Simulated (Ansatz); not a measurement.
System: C3H4NSSi, net charge 0, doublet state. It need not be the lowest isomer of its formula. SMILES: [SiH2]c1nccs1
Coordinates optimised at B3LYP-D3(BJ)/def2-TZVP (Ansatz, an electronic-structure program):
```xyz
10

Si     2.2194    -0.0817     0.3510
C      0.3857    -0.1964     0.1226
N     -0.3468    -1.1955     0.5632
C     -1.6730    -0.9954     0.3339
C     -1.9963     0.1816    -0.2830
S     -0.5762     1.0807    -0.6008
H      2.8499    -1.4159     0.2389
H      2.7853     0.9058    -0.5999
H     -2.3857    -1.7483     0.6383
H     -2.9726     0.5419    -0.5610
```
Charge 0, spin multiplicity 2.

Quantity: atomisation energy (electronic, to ground-state atoms), in kcal/mol. Cores are frozen in the correlated levels unless marked. UHF or UKS for open shells. Spin-orbit coupling is left out. Non-relativistic. The coupled-cluster limit lacks core correlation, which all-electron functionals hold. CBS marks a two-point X^-3 extrapolation of the correlation energy; Hartree-Fock from the larger set.

```json
[
 {"level": "BLYP-D3(BJ)/def2-TZVPD", "program": "Ansatz + dftd3", "atomisation energy (kcal/mol)": "965.6"},
 {"level": "B3LYP-D3(BJ)/def2-TZVPD", "program": "Ansatz + dftd3", "atomisation energy (kcal/mol)": "959.9"}
]
```

Problem. Predict the CCSD(T)/CBS(cc-pV(T+d)Z,cc-pV(Q+d)Z) result (Ansatz).

Solution. 952.5 kcal/mol
